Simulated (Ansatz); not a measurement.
Consider the formal hydrolysis of the Si–C bond: `C=NC[SiH2]C` + H₂O → `C[SiH2]O` + `C=NC`.

Computed with Ansatz on PBE0-D4/def2-TZVP structures; ΔE is electronic, products minus reactants. CBS: MP2 limit from def2 TZ/QZ plus the TZ coupled-cluster correction, frozen cores. This one scheme is used for every species. DFT in def2-TZVPP. Each species was taken in one conformer, which may not be the lowest.

CCSD(T)/CBS gives -93.9 kJ/mol.

(1) Another level gave -95.9 kJ/mol. Which?
A. PBE-QIDH/def2-TZVPP
B. HF/def2-TZVPP
C. BLYP/def2-TZVPP
D. PBE0-D4/def2-TZVPP

Largest T1 diagnostic among the species: 0.011.

Answers

(1) A. PBE-QIDH -95.9, BLYP -104.7, PBE0-D4 -88.6, HF/def2-TZVPP -120.8 kJ/mol.

From BLYP to BHLYP (50 % exact exchange), in def2-TZVPP and without D4, ΔE moves by −6.6 kJ/mol. At CCSD(T), def2-SVP lies +3.1 kJ/mol from the extrapolated value and def2-TZVPP −1.9 kJ/mol.
